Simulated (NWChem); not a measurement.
System: C₃H₂F₂; SMILES FC=C=CF

The following NWChem deck was run.

```
start job
memory heap 200 mb stack 900 mb global 1100 mb
geometry units angstroms noautosym nocenter noautoz
  F     -2.203369    -0.176868     0.430100
  C     -1.255656     0.364232    -0.329146
  C      0.000000     0.000000    -0.289537
  C      1.255656    -0.364232    -0.329146
  F      2.203369     0.176868     0.430100
  H     -1.644166     1.149102    -0.988421
  H      1.644166    -1.149102    -0.988421
end
basis spherical
  * library def2-svp
end
dft
  xc pbe0
  iterations 150
end
cosmo
  do_cosmo_smd true
  solvent acetntrl
end
task dft energy
```

All runs use the structure optimised with PBE0/def2-SVP. Solvent: acetonitrile.

Level: PBE0/def2-SVP with SMD (1 M gas to 1 M solution), gas-phase geometry.

**Question.** What results follow from this input? (PBE0/def2-SVP, SMD on the gas-phase geometry.) Quantities: solvation free energy (kcal/mol); cavity-dispersion-structure term (kcal/mol); dipole in solution (D).

**Answer.** The solvation free energy (kcal/mol) is -2.3, the cavity-dispersion-structure term (kcal/mol) comes out as 1.4 and the dipole in solution (D) comes out as 1.99.
